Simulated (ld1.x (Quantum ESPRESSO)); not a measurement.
# Si (Z = 14): variants of one TM potential

Base potential:

Si, norm-conserving Troullier–Martins (Kleinman–Bylander form), made with ld1.x (Quantum ESPRESSO) 7.5 (LDA (PZ), scalar-relativistic). Core [Ne], reference 3s2 3p2. Waves: 3s (bound): rc 1.85 bohr; 3p (bound): rc 2.40 bohr; 3d channel at 0.25 Ry: rc 2.60 bohr. Local part: all-electron potential smoothed inside 1.75 bohr (lloc = -2). Core correction: Bessel-smoothed model core inside 1.15 bohr.

All-electron outer shells of the reference configuration (LDA (PZ), scalar-relativistic, ld1.x):

| shell | level (eV) | outermost node (bohr) | outermost maximum (bohr) |
| --- | --- | --- | --- |
| 2s | -138.73 | 0.15 | 0.45 |
| 2p | -95.60 | – | 0.39 |
| 3s | -10.88 | 0.72 | 1.77 |
| 3p | -4.17 | 0.72 | 2.14 |

Cutoffs, loose and tight: the cutoffs (Ry, on a coarse ladder) from which the occupation-weighted sum of valence levels, in a spherical-Bessel basis at the reference potential, stays within 10 and 1 mRy of its value at 400 Ry. They do not see the model core or the augmentation charge, which bear on the density cutoff. Test errors are all-electron minus pseudo excitation energies from the reference, over the configurations 3s2 3p1; 3s2 3p0; 3s1 3p0; 3s0 3p4; 3s2 3p1.5; 3s1 3p3; 3s2 3p2.3 (two spin-polarised tests are not counted in the largest error). A dash means not determined; rows that change the core or the reference have their own tests.

```csv
change,outcome,"cutoff, loose","cutoff, tight",bound ghosts,largest test error (meV)
base,generated,15 Ry,35 Ry,none,+58
"all radii but the core radius scaled by about 0.73 (s 1.36, p 1.76, d 1.90 bohr); local potential all-electron potential smoothed inside 1.28 bohr (lloc = -2)",generated,35 Ry,80 Ry,none,+80
local potential the s channel,generated,15 Ry,35 Ry,none,+50
wave 3s (bound): rc 1.85 bohr becomes 3s (bound): rc 1.14 bohr,generated,60 Ry,180 Ry,none,+70
functional PBE,generated,15 Ry,35 Ry,none,+54
wave 3p (bound): rc 2.40 bohr becomes 3p (bound): rc 3.48 bohr,generated,15 Ry,35 Ry,none,+51
wave 3d channel at 0.25 Ry: rc 2.60 bohr becomes 3d channel at 0.25 Ry: rc 2.52 bohr,generated,15 Ry,35 Ry,none,+58
local potential all-electron potential smoothed inside 1.40 bohr (lloc = -2),generated,15 Ry,35 Ry,none,+66
core correction Bessel-smoothed model core inside 1.44 bohr,generated,15 Ry,35 Ry,none,+65
```
